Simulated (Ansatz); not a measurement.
Consider the silylene loss: `[OH][Mg][O][SiH3]` → `[OH][Mg][OH]` + `[SiH2]`.

Gas-phase electronic energies from Ansatz, PBE0-D4/def2-TZVP geometries. CCSD(T)/CBS is the MP2 limit (def2-TZVPP, def2-QZVPP) plus CCSD(T) − MP2 in def2-TZVPP, frozen cores. This one scheme is used for every species. DFT in def2-TZVPP. For Mg outer-core shells are correlated without core-valence functions, which leaves a few kJ/mol of doubt a bond. Each species was taken in one conformer, which may not be the lowest.

```tsv
species	r2SCANh-D4 energy (Eh)
`[OH][Mg][O][SiH3]`	-642.49508
`[OH][Mg][OH]`	-351.77376
`[SiH2]`	-290.57732
```

Task: Work out ΔE.

Result: ΔE = (-351.77376) + (-290.57732) − (-642.49508) = 0.14400 Eh = +3.92 eV. CCSD(T)/CBS gives +3.73 eV.

Largest T1 diagnostic among the species: 0.014.

The D4 term adds +0.09 eV with B3LYP and +0.05 eV with PBE0; it sums over pairs of atoms, weighted by their polarisabilities, and B3LYP, whose exchange is more repulsive, gets the larger term. Leaving LDA and LC-ωPBE aside and taking each functional with its dispersion term where it has one, the values, not all of them listed here, spread over 0.44 eV, from BLYP-D4 to r2SCAN0-D4. LDA lies +0.33 eV from PBE without D4.

B3LYP here is the variant with VWN-RPA as its local correlation; programs differ in this.
